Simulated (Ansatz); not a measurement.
**Relative stability**

Two relaxed structures of CH5NSn, closed shell (PBE0-D4/def2-TZVP; forces vanish, vibrations not checked).

A:

```
8
angstrom
C -0.4935 -0.5785 -0.9503
N -1.1066 0.5566 -1.0983
Sn 0.8389 -0.5431 0.7650
H -1.7624 0.6733 -1.8670
H -1.0164 1.3948 -0.5173
H 0.7652 1.0076 1.5339
H 2.4430 -0.8404 0.2647
H 0.3778 -1.7430 1.8873
```

B:

```xyz
8
angstrom
C -1.2929 0.5458 -1.0138
N -0.5841 -0.4689 -0.6110
Sn 0.8839 -0.5242 0.8921
H -0.7730 -1.3418 -1.0925
H -0.9953 1.4336 -0.4144
H 0.8692 1.0840 1.4405
H 2.3716 -0.9838 0.1938
H 0.4108 -1.6488 2.0853
```

Computed with Ansatz 0.2.0 (basis: def2-TZVPP); correlated methods freeze the cores. Filled d shells of the heavier atoms are correlated. Core potentials replace the inner electrons of the atoms past krypton. The def2 sets are not built for correlating such inner shells, so the correlated values are less sure here. B3LYP uses VWN-RPA correlation.

(1) Which structure is lower at CCSD(T), and by how much? (Judge from chemistry; the value comes from the calculation.)

No T1 diagnostic of these runs exceeds 0.018.

## Answers

(1) Computed: B, by 0.168 eV (electronic energy, against the other). By their contacts, A is CH₅NSn ([NH2][C][SnH3]) and B is CH₅NSn ([CH][NH][SnH3]).

All methods give the same order:

| method | E(B) − E(A) (eV) |
| --- | --- |
| PBE-D4 | -0.125 |
| r2SCAN-D4 | -0.150 |
| PBE0-D4 | -0.108 |
| B3LYP-D4 | -0.174 |
| wB97M-V | -0.133 |
| HF | -0.248 |
| MP2 | -0.166 |
| CCSD | -0.175 |
| CCSD(T) | -0.168 |

Labels in which every atom is bracketed show which atoms are joined, not bond orders.

For scale, one of the runs: CCSD(T)/def2-TZVPP, 182 basis functions, launched by `ansatz run in.yaml --threads 2 --pin off --events-out ev --progress --plain --max-ram 4352MiB`. Time: 85 s of wall clock on 2 CPU threads of an Arm Neoverse V2; the host was shared. Peak host memory: 2 GiB.
